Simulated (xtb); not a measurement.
Al(Cl)(SH)2 (AlClH₂S₂), SMILES [SH][Al]([SH])[Cl]. All values are semi-empirical tight-binding results from xtb (GFN2-xTB unless named), good for trends rather than for accurate numbers. Geometry: GFN2-xTB. The values are those of a single conformer.

For metal compounds this method's bond lengths and energies can be far off.

Task: Estimate the properties. (Estimate from the structure and the level; the computed values follow.)

Result: 
```yaml
point_group_as_xtb_finds_it: C2
orbital_gap: 3.69 eV
zero_point_energy: 11.6 kcal/mol
G − E(el) at 298.15 K (modified RRHO): -8.7 kcal/mol
```
